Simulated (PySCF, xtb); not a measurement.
AlBH₄O₄, SMILES [OH][Al]([OH])[B](O)O. Other conformers were not sampled.

Harmonic wavenumbers (cm⁻¹) from GFN2-xTB (xtb) at its own minimum, in rising order: 40, 63, 146, 168, 197, 325, 365, 391, 442, 499, 500, 538, 549, 618, 778, 903, 940, 956, 1205, 1242, 3502, 3505, 3767, 3768.

Task: What does ωB97X-D3(BJ)/def2-SVP run with PySCF give at its own minimum? (An estimate is asked for; the answer gives what the named calculation found.)

Result: 27, 115, 120, 220, 282, 308, 353, 370, 444, 471, 476, 567, 570, 639, 827, 914, 939, 1039, 1293, 1380, 3845, 3847, 4000, 4002. Paired by order, the mean absolute difference is 80 cm⁻¹ and the zero-point energies are 36.3 and 38.7 kcal/mol.
